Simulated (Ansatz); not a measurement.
Program: Ansatz 0.2.0.

CH₇FOSi₂ (`CO[SiH2][SiH2]F`). The species carries charge 0 and has multiplicity 1. The structure was optimised at the PBE0-D4/def2-TZVP level. It is one conformer, not always the lowest.

```xyz
12

C    -0.163   -1.704    1.541
O     0.349   -0.796    0.592
Si   -0.593    0.312   -0.177
Si    0.804    1.571   -1.575
F     1.802    2.479   -0.704
H    -0.894   -2.384    1.089
H    -0.642   -1.181    2.377
H     0.667   -2.295    1.931
H    -1.307    1.176    0.810
H    -1.641   -0.358   -1.007
H    -0.011    2.481   -2.424
H     1.629    0.701   -2.453
```

(1) What is the dipole moment at r2SCAN/def2-TZVPP? (Estimate.)

(2) And with PBE, B3LYP, ωB97M-V? (Estimate.)

(3) Give the Mulliken charges with r2SCAN, ωB97M-V, B3LYP in def2-TZVPP. (Estimate.)

## Answers

(1) The calculation gave: 1.97 D, with components (-1.37, -1.38, 0.28) D in this frame, pointing from negative to positive charge.

(2) The calculation gave: PBE 1.91 D, B3LYP 2.05 D, ωB97M-V 2.04 D.

(3) The calculation gave: 
```tsv
atom	r2SCAN	ωB97M-V	B3LYP
C1	0.01	-0.19	-0.13
O2	-0.39	-0.37	-0.38
Si3	0.36	0.27	0.36
Si4	0.52	0.42	0.51
F5	-0.33	-0.32	-0.33
H6	0.06	0.12	0.10
H7	0.06	0.12	0.10
H8	0.07	0.13	0.11
H9	-0.08	-0.04	-0.08
H10	-0.09	-0.05	-0.09
H11	-0.09	-0.04	-0.08
H12	-0.08	-0.04	-0.08
```

B3LYP here is the variant with VWN-RPA as its local correlation; programs differ in this.
